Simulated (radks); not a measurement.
Q: Coherent X-ray form factor from a spherical all-electron density. All-electron calculation, scalar-relativistic Kohn-Sham, BLYP, spin-polarised, spherical densities, point nucleus. Program: a radial shooting solver on a logarithmic mesh with Libxc functionals.

| sin(theta)/lambda (1/angstrom) | f0 (electrons) |
|---|---|
| 0.05 | 18.902 |
| 0.1 | 18.612 |
| 0.15 | 18.146 |
| 0.2 | 17.526 |
| 0.25 | 16.783 |
| 0.3 | 15.949 |
| 0.4 | 14.144 |
| 0.5 | 12.356 |
| 0.6 | 10.756 |
| 0.8 | 8.395 |
| 1 | 7.011 |
| 1.25 | 5.994 |
| 1.5 | 5.206 |
| 2 | 3.736 |

The species is in the configuration that NIST lists as its ground one. Which atom or ion scatters so?

A: The nickel ion Ni9+, [Ar] 3d1. Extrapolating in s^2 from the first two rows gives f0(0) = 19.0, near the electron count 19; among species with that count, the fall with angle is slower the higher Z, and the table is that of Z = 28; from so few rows the species is fixed only to a neighbour or two.
